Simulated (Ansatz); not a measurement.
Kohn–Sham single points on CH8FNOSi2 (`CO[SiH2]N[SiH2]F`).

```yaml
crystal:
  periodic: [false, false, false]
  atoms:
    - {symbol: C, position_ang: [1.083471, 2.157352, -1.363141]}
    - {symbol: O, position_ang: [0.291920, 1.378828, -0.496781]}
    - {symbol: Si, position_ang: [0.635143, -0.182981, -0.133166]}
    - {symbol: N, position_ang: [-0.350250, -0.683972, 1.179736]}
    - {symbol: Si, position_ang: [-1.677245, -1.758036, 1.139261]}
    - {symbol: F, position_ang: [-1.255260, -3.250792, 1.535069]}
    - {symbol: H, position_ang: [0.947586, 1.854778, -2.407329]}
    - {symbol: H, position_ang: [0.777049, 3.199948, -1.263847]}
    - {symbol: H, position_ang: [2.149351, 2.084291, -1.115640]}
    - {symbol: H, position_ang: [2.079948, -0.261515, 0.216252]}
    - {symbol: H, position_ang: [0.326876, -1.086376, -1.271556]}
    - {symbol: H, position_ang: [-0.120021, -0.292539, 2.083053]}
    - {symbol: H, position_ang: [-2.200873, -1.811812, -0.241719]}
    - {symbol: H, position_ang: [-2.687675, -1.347173, 2.139798]}
basis:
  gaussian: {orbitals: def2-TZVPP}
hamiltonian: {xc: {name: wB97M-V}}
output: {forces: true, orbitals: {seedname: orbitals}}
```

```sh
$ ansatz run in.yaml --threads 2 --pin off --events-out ev --progress --plain --max-ram 32768MiB --backend cuda --devices 0, --max-vram 18GiB
```

It prints (some lines left out):

```
Functional definition: wB97M-V
  name "wB97M-V"
  cite "Mardirossian & Head-Gordon, J. Chem. Phys. 144, 214110 (2016) doi:10.1063/1.4952647"
  cite "Becke, J. Chem. Phys. 107, 8554 (1997) doi:10.1063/1.475007"
  cite "Vydrov & Van Voorhis, J. Chem. Phys. 133, 244103 (2010) doi:10.1063/1.3521275"
  # Of w^i u^j: cxij and so on, Table III.
  parameter omega = 0.3/bohr
  parameter cx = 0.15
  parameter cx01 = 1.007
  parameter cx10 = 0.259
  parameter css00 = 0.443
  parameter css04 = -1.437
  parameter css10 = -4.535
  parameter css20 = -3.390
  parameter css43 = 4.278
  parameter cos00 = 1.000
  parameter cos10 = 1.358
  parameter cos20 = 2.924
  parameter cos21 = -8.812
  parameter cos60 = -1.390
  parameter cos61 = 9.142
  parameter b = 6.0
  parameter c = 0.01
  gx(w, u) = 1 - cx + cx01*u + cx10*w
  gss(w, u) = css00 + css04*u^4 + css10*w + css20*w^2 + css43*w^4*u^3
  gos(w, u) = cos00 + cos10*w + (cos20 + cos21*u)*w^2 + (cos60 + cos61*u)*w^6
  exchange = spin_sum(e_x_unif_sr(omega)*gx(b97_w, b97_u_x)) + cx*exact_x_sr(omega) + exact_x_lr(omega)
  correlation = spin_sum(e_c_pw_mod_same_spin*gss(b97_w, b97_u_same))
      + integral(e_c_pw_mod_opposite_spin*gos(b97_w_opposite, b97_u_opposite)) + vv10(b, c)
1696 factors; their error is unknown
395 factors; integrals over basis functions are off by at most 1.0e-5 eV
mean field evaluation 1: about -23172.9950 eV, gradient 6.8e1 eV
mean field evaluation 2: about -23172.4877 eV, gradient 7.2e1 eV
mean field evaluation 4: about -23180.9048 eV, gradient 2.9e0 eV
mean field evaluation 8: about -23180.9350 eV, gradient 3.1e-2 eV
mean field evaluation 16: about -23180.9425 eV, gradient 1.0e-4 eV
mean field -23180.94253058 eV, -851.8839253916 hartree, gradient 3.2e-5 eV, S^2 0.000000; 0 other end points of the search recorded, 0 dependent functions left out
the calculation of the forces begins
reference -23180.94259247 eV, -851.8839276660 hartree; 33, 33 occupied and 287, 287 virtual orbitals, 1696 factors
Total energy: -23180.94259247 eV, -851.8839276660 hartree
Atom 0 at     1.083471     2.157352    -1.363141 Å, force     0.179317     0.210020    -0.214656 eV/Å
Atom 1 at     0.291920     1.378828    -0.496781 Å, force    -0.134665    -0.081723     0.132041 eV/Å
Atom 2 at     0.635143    -0.182981    -0.133166 Å, force     0.152347    -0.148691    -0.089278 eV/Å
Atom 3 at    -0.350250    -0.683972     1.179736 Å, force     0.014536     0.012080     0.049404 eV/Å
Atom 4 at    -1.677245    -1.758036     1.139261 Å, force    -0.255485     0.128049    -0.064237 eV/Å
Atom 5 at    -1.255260    -3.250792     1.535069 Å, force     0.035462    -0.115367     0.029603 eV/Å
Atom 6 at     0.947586     1.854778    -2.407329 Å, force     0.010111     0.023162     0.093750 eV/Å
Atom 7 at     0.777049     3.199948    -1.263847 Å, force     0.034448    -0.094050    -0.015308 eV/Å
Atom 8 at     2.149351     2.084291    -1.115640 Å, force    -0.091900     0.001840    -0.015224 eV/Å
Atom 9 at     2.079948    -0.261515     0.216252 Å, force    -0.155058     0.014960    -0.044745 eV/Å
Atom 10 at     0.326876    -1.086376    -1.271556 Å, force     0.034724     0.097973     0.117564 eV/Å
Atom 11 at    -0.120021    -0.292539     2.083053 Å, force    -0.006751    -0.007895    -0.016861 eV/Å
Atom 12 at    -2.200873    -1.811812    -0.241719 Å, force     0.062305     0.007500     0.157070 eV/Å
Atom 13 at    -2.687675    -1.347173     2.139798 Å, force     0.120609    -0.047857    -0.119123 eV/Å
Dipole moment:     0.190725     0.418794    -0.054709 e Å
```

It took 12 s on 2 threads of an AMD EPYC 7R13 on a shared host and a share of an NVIDIA H100 80 GB, with 0.94 GiB of host memory at the peak.

With the line `hamiltonian: {xc: {name: B2PLYP}}` and no forces (abridged; 8.5 s):

```
Functional definition: B2PLYP
mean field evaluation 16: about -23163.3859 eV, gradient 3.9e-5 eV
mean field -23163.38585780 eV, -851.2387295674 hartree, gradient 4.5e-6 eV, S^2 0.000000
14 core orbitals not correlated: weight in the atoms' cores, before any rotation towards them, 1.000 or more for the frozen orbitals, at most 0.000 for the correlated occupied ones
second order -36.42133560 eV of doubles, -0.00000000 eV of singles
Total energy: -23173.21982487 eV, -851.6001211914 hartree
```
